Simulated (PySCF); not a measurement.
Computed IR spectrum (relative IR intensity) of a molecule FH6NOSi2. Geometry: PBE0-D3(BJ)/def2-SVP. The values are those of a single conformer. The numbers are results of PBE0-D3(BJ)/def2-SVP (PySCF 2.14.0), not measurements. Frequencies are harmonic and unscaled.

Lines under 2 % of the strongest are left out, and lines within 2 cm⁻¹ are merged.

```tsv
ν (cm⁻¹)	relative intensity
251	25
281	19
302	2.4
377	13
414	45
443	30
491	12
684	10
721	8.5
804	37
808	55
826	29
879	78
912	100
923	69
937	33
971	16
1548	20
2225	45
2237	39
2260	57
3604	14
3704	15
3877	41
```

Q: Identify the compound among the candidates.
(A) N[Si@@H](F)O[SiH3]
(B) N[Si@@H](O)[SiH2]F
(C) N[Si@@H](F)[SiH2]O
(D) O[Si@H](F)N[SiH3]

A: B, N[Si@@H](O)[SiH2]F
